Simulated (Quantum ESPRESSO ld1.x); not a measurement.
Problem. Species: Er. Configuration: [Kr] 4d10 4f12 5p6 6s2 5d2 (not the ground configuration). Method: Dirac Kohn-Sham, PBE, spin-unpolarised, spherical densities, point nucleus; open shells fill j = l - 1/2 first; computed with ld1.x of Quantum ESPRESSO 7.5. Some entries of the table are withheld. Estimate them.

orbital,occ.,eigenvalue (eV),<1/r> (bohr^-1),<r> (bohr)
1s1/2,2,-57318.0,77.59,0.02037
2s1/2,2,-9629.84,18.66,0.08588
2p1/2,2,-9171.85,18.63,0.07147
2p3/2,4,-8254.82,16.15,0.07874
3s1/2,2,-2162.87,6.828,0.2249
3p1/2,2,-1962.08,(1),(2)
3p3/2,4,-1769.46,(3),(4)
3d3/2,4,-1426.45,5.996,(5)
3d5/2,6,-1384.35,5.841,(6)
4s1/2,2,-432.704,2.853,0.5084
4p1/2,2,(7),2.743,0.5175
4p3/2,4,(8),2.525,0.5490
4d3/2,4,-177.373,(9),0.5777
4d5/2,6,-169.522,(10),0.5889
5s1/2,0,-58.1585,1.083,1.234
5p1/2,2,-35.9394,(11),1.379
5p3/2,4,-30.1486,(12),1.480
4f5/2,6,-10.9695,1.691,0.7812
4f7/2,6,-9.8540,1.665,0.7961
6s1/2,2,-4.6886,0.3463,3.653
5d3/2,2,-3.3033,0.5346,2.495
5d5/2,0,-2.9262,0.5141,2.598
6p1/2,0,-1.5765,0.2517,5.010
6p3/2,0,-1.2566,0.2304,5.457

Solution. 
(1) 3p1/2 <1/r> (bohr^-1): 6.743
(2) 3p1/2 <r> (bohr): 0.2146
(3) 3p3/2 <1/r> (bohr^-1): 6.111
(4) 3p3/2 <r> (bohr): 0.2283
(5) 3d3/2 <r> (bohr): 0.2012
(6) 3d5/2 <r> (bohr): 0.2055
(7) 4p1/2 eigenvalue (eV): -352.508
(8) 4p3/2 eigenvalue (eV): -309.274
(9) 4d3/2 <1/r> (bohr^-1): 2.303
(10) 4d5/2 <1/r> (bohr^-1): 2.249
(11) 5p1/2 <1/r> (bohr^-1): 0.9582
(12) 5p3/2 <1/r> (bohr^-1): 0.8824
